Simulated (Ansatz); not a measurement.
Ansatz (an electronic-structure program) input for Au₂H₂S₂Si, SMILES [Au][S][SiH2][S][Au], multiplicity 1, PBE/def2-TZVPD. Geometry optimised at B3LYP-D3(BJ)/def2-SVP. The spin state was assumed, not searched. The def2 effective core potentials stand for the cores of Au; spin–orbit coupling is left out. Other conformers were not sampled.

Ansatz 0.2 input:
```yaml
crystal:
  periodic: [false, false, false]
  atoms:
    - {symbol: Au, position_ang: [-0.00078875, -0.24167395, -3.36815821]}
    - {symbol: S, position_ang: [-0.00029835, 1.29438574, -1.65889591]}
    - {symbol: Si, position_ang: [0.00774636, -0.09370309, 0.00000000]}
    - {symbol: S, position_ang: [-0.00029835, 1.29438574, 1.65889591]}
    - {symbol: Au, position_ang: [-0.00078875, -0.24167395, 3.36815821]}
    - {symbol: H, position_ang: [-1.19558151, -0.96910199, 0.00000000]}
    - {symbol: H, position_ang: [1.22130163, -0.95491447, 0.00000000]}
basis:
  gaussian:
    orbitals: def2-TZVPD
hamiltonian:
  xc: {name: PBE}
```

Log of the run:

```
WARN ansatz: RAYON_NUM_THREADS=2 ignored (pool sized by the plan → 2); use --threads N
Functional definition: PBE
integrals: 0.27 GiB planned
1699 factors; their error is unknown
mean field: 1.39 GiB planned
mean field evaluation 1: about -36955.9673 eV, gradient 3.9e1 eV
mean field evaluation 2: about -36908.7957 eV, gradient 1.3e2 eV
mean field evaluation 4: about -36960.1786 eV, gradient 1.2e1 eV
mean field evaluation 8: about -36960.4813 eV, gradient 2.0e-1 eV
mean field evaluation 16: about -36960.4670 eV, gradient 2.0e-4 eV
mean field evaluation 32: about -36956.6447 eV, gradient 4.3e-2 eV
mean field -36960.46696458 eV, -1358.2721082440 hartree, gradient 4.1e-5 eV, S^2 0.000000; 4 other end points of the search recorded, 0 dependent functions left out
reference -36960.46702754 eV, -1358.2721105578 hartree; 43, 43 occupied and 196, 196 virtual orbitals, 1699 factors
Total energy: -36960.46702754 eV, -1358.2721105578 hartree
```

Self-consistency was reached.
